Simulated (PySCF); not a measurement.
**Relaxation of doublet SiOBr**

Level of theory: PySCF, UPBE0, basis Si def2-TZVP, O def2-TZVP, Br def2-TZVP (no relativity, density fitting). A (50,194) grid was used.

A hand-made linear start, of C∞v symmetry, held to at least that symmetry:

```xyz
3
charge 0 multiplicity 2, angstrom
Si    0.0000    0.0000   -1.2636
O     0.0000    0.0000   -2.9036
Br    0.0000    0.0000    1.0364
```

Optimiser trace:
| step | E − E(last) (kJ/mol) | largest gradient (Eh/bohr) |
| --- | --- | --- |
| 0 | 33.02 | 0.09691 |
| 1 | 3.88 | 0.04262 |
| 2 | 0.69 | 0.01746 |
| 3 | 0.06 | 0.00347 |
| 4 | 0.01 | 0.00070 |
| 5 | 0.00 | 0.00039 |
| 6 | 0.00 | 0.00011 |

It ends at C∞v with Si–Br 2.359 Å, Si–O 1.515 Å; Br–Si–O 180.0°. A frequency run shows 2 imaginary modes (one degenerate set), down to 294i cm⁻¹, so it is a higher-order saddle point.

The relaxation took 25 s on 4 threads of a shared Arm Neoverse N1 host, with 116 basis functions and 7 gradients; the process peaked at 0.59 GiB. Launch command: `OMP_NUM_THREADS=4 python axn.py task.json out`.
